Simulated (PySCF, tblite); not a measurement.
C8H15P.
Cartesian coordinates in Å at the GFN2-xTB level; atoms count from 1:
```
atom  x, y, z in Å
C1     2.5720   -1.4715    0.8211
C2     1.3145   -1.1136    1.0370
P3     0.6351    0.5279    0.6596
C4     1.5291    0.8457   -0.8985
C5     1.7766    2.0724   -1.3296
C6    -1.0595    0.0303   -0.0510
C7    -1.9138   -0.4787    1.1094
C8    -1.6850    1.3056   -0.6138
C9    -0.9555   -1.0304   -1.1420
H10    3.2731   -0.8219    0.3219
H11    2.9546   -2.4306    1.1342
H12    0.6550   -1.7715    1.5904
H13    1.8715   -0.0208   -1.4532
H14    2.3020    2.2643   -2.2529
H15    1.4587    2.9395   -0.7735
H16   -1.5432   -1.4271    1.4923
H17   -2.9412   -0.6298    0.7792
H18   -1.9169    0.2430    1.9250
H19   -1.0809    1.7056   -1.4266
H20   -2.6848    1.1027   -0.9965
H21   -1.7611    2.0656    0.1623
H22   -0.4156   -1.9071   -0.7883
H23   -0.4434   -0.6357   -2.0167
H24   -1.9533   -1.3441   -1.4487
```

Method: PBE0/pcSseg-1 in PySCF (dipole) on a GFN2-xTB geometry, gas phase.

Masses are those of the commonest isotopes; rigid-rotor values at the optimised geometry. The values belong to one conformer with, in the numbering `[CH2:1]=[CH:2][P:3]([CH:4]=[CH2:5])[C:6]([CH3:7])([CH3:8])[CH3:9]`, C1–C2–P3–C4 38°, C2–P3–C4–C5 -154°.

Task: What are A, B and C (MHz)?

Result: Ia = 312.00, Ib = 409.11, Ic = 570.51 u·Å²; 505379 MHz·u·Å²/I gives A = 1620, B = 1235, C = 885.8 MHz.

Task: What kind of rotor is it?

Result: An asymmetric top: κ = (2 × 1235 − 1620 − 885.8)/(1620 − 885.8) = -0.05.

Task: Is it planar, by Δ = Ic − Ia − Ib?

Result: Not planar: Δ = Ic − Ia − Ib = -150.60 u·Å². For a rigid frame Δ = −2 Σ m c², so Σ m c² = 75.30 u·Å² lies off the ab plane: 20.10 from hydrogen and 55.20 from heavier atoms. The atom farthest from that plane is 2.10 Å away.

Task: List the rotational levels J(Ka,Kc) to J = 5 (MHz).

Result: Above 0(0,0):
J = 1: 1(0,1) 2121, 1(1,1) 2506, 1(1,0) 2855
J = 2: 2(0,2) 6210, 2(1,2) 6398, 2(1,1) 7447, 2(2,1) 8600, 2(2,0) 8754
J = 3: 3(0,3) 12090, 3(1,3) 12156, 3(1,2) 14206, 3(2,2) 14964, 3(2,1) 15601, 3(3,1) 17842, 3(3,0) 17889
J = 4: 4(0,4) 19709, 4(1,4) 19728, 4(1,3) 22937, 4(2,3) 23323, 4(2,2) 24814, 4(3,2) 26540, 4(3,1) 26826, 4(4,1) 30284, 4(4,0) 30296
J = 5: 5(0,5) 29083, 5(1,5) 29088, 5(1,4) 33442, 5(2,4) 33594, 5(2,3) 36232, 5(3,3) 37362, 5(3,2) 38247, 5(4,2) 41225, 5(4,1) 41322, 5(5,1) 45954, 5(5,0) 45957
Those of J = 1 are B + C, A + C and A + B.

Task: Predict some low-J microwave lines.

Result: The dipole components are |μa| = 0.38 D, |μb| = 0.11 D, |μc| = 1.14 D. Intensities carry the squares of the components, which stand as 0.11 : 0.01 : 1.00 (a : b : c). Some lines, for components of 0.1 D or more:

```csv
type,branch,"J(Ka,Kc)",MHz,lower level (cm⁻¹)
c,Q,"4(2,3) ← 4(1,3)",387,0.765
b,Q,"3(2,1) ← 3(1,2)",1395,0.474
c,Q,"4(3,2) ← 4(2,2)",1726,0.828
b,Q,"5(3,2) ← 5(2,3)",2015,1.209
a,Q,"4(1,3) ← 4(1,4)",3208,0.658
b,Q,"4(1,3) ← 4(0,4)",3228,0.657
b,Q,"4(2,3) ← 4(1,4)",3595,0.658
b,R,"2(1,2) ← 1(0,1)",4277,0.071
b,Q,"5(5,1) ← 5(4,2)",4729,1.375
c,R,"2(2,0) ← 1(1,0)",5899,0.095
b,R,"2(2,0) ← 1(1,1)",6248,0.084
a,R,"3(2,2) ← 2(2,1)",6363,0.287
a,R,"4(0,4) ← 3(0,3)",7619,0.403
a,R,"4(1,3) ← 3(1,2)",8731,0.474
a,R,"5(2,4) ← 4(2,3)",10271,0.778
a,R,"5(3,2) ← 4(3,1)",11421,0.895
b,R,"4(3,1) ← 3(2,2)",11862,0.499
b,R,"4(4,1) ← 3(3,0)",12395,0.597
b,R,"4(2,2) ← 3(1,3)",12658,0.405
c,R,"5(3,2) ← 4(2,2)",13433,0.828
c,R,"5(3,3) ← 4(2,3)",14038,0.778
c,R,"5(4,2) ← 4(3,2)",14685,0.885
b,R,"5(4,1) ← 4(3,2)",14782,0.885
b,R,"5(3,2) ← 4(2,3)",14924,0.778
b,R,"5(5,1) ← 4(4,0)",15658,1.011
c,R,"5(5,1) ← 4(4,1)",15670,1.010
```

Task: Estimate the classical rotational partition function at 50 K, 100 K and 298.15 K.

Result: Point group C1, symmetry number σ = 1; q = (√π/σ)·√((kT/h)³/(ABC)), k/h = 20836.6 MHz/K: 44800 at 50 K, 127000 at 100 K, 652000 at 298.15 K.

Its GFN2-xTB frequencies are all real (lowest 45 cm⁻¹). No vibrational averaging or centrifugal distortion is included, and the geometry carries the error of its method. A rigid rotor knows nothing of internal rotation, which can split or shift real lines.

The run took about 2.6 min of CPU time (one thread, shared machine). This is the PBE0/pcSseg-1 job that gave the dipole, with the shieldings it also computed.
